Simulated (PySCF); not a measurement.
A GIAO shielding run with PySCF 2.14.0 with density-fitted response routines (density fitting, non-relativistic, gas phase) on `[C@@H]1(F)C[Si@@H]1P`, C2H6FPSi:

```
$ OMP_NUM_THREADS=1 python probes_run.py task.json out

{"job": {"kind": "nmr", "xc": "PBE0", "basis": "pcSseg-2", "pop": false}, "charge": 0, "multiplicity": 1}
F      0.250901     1.730089    -1.020433
C     -0.717278     0.814927    -0.714464
C     -0.879473     0.512199     0.765386
Si    -0.212422    -0.933406    -0.225871
P      1.991853    -1.362583    -0.263259
H     -1.636393     1.006996    -1.283764
H     -0.164846     1.030754     1.415549
H     -1.899487     0.506018     1.166416
H     -1.131756    -2.054044    -0.550129
H      2.272283     0.024118    -0.461454
H      2.163616    -1.300083     1.153831
```

Hardware: 1 thread of an Arm Neoverse V1, shared host. The job also computes ring-centre shieldings.

(1) How large is the calculation?

(2) How long does it take, and how much memory does it need?

(3) And these other runs on the same molecule and hardware: GIAO shielding at B3LYP/pcSseg-2; GIAO shielding at B97-D/pcSseg-2; GIAO shielding at BLYP/pcSseg-2; GIAO shielding at BP86/pcSseg-2; GIAO shielding at HF/pcSseg-2; GIAO shielding at KT2/pcSseg-2?

Answers

(1) 56 electrons, 278 basis functions and 804 auxiliary functions.

(2) 29 s of wall time, with 13 SCF cycles and 5 response iterations; peak memory 1.1 GiB. Times on a shared host scatter by some tens of per cent.

(3) B3LYP/pcSseg-2: 278 functions, 37 s; B97-D/pcSseg-2: 278 functions, 49 s; BLYP/pcSseg-2: 278 functions, 49 s; BP86/pcSseg-2: 278 functions, 46 s; HF/pcSseg-2: 278 functions, 22 s; KT2/pcSseg-2: 278 functions, 48 s.
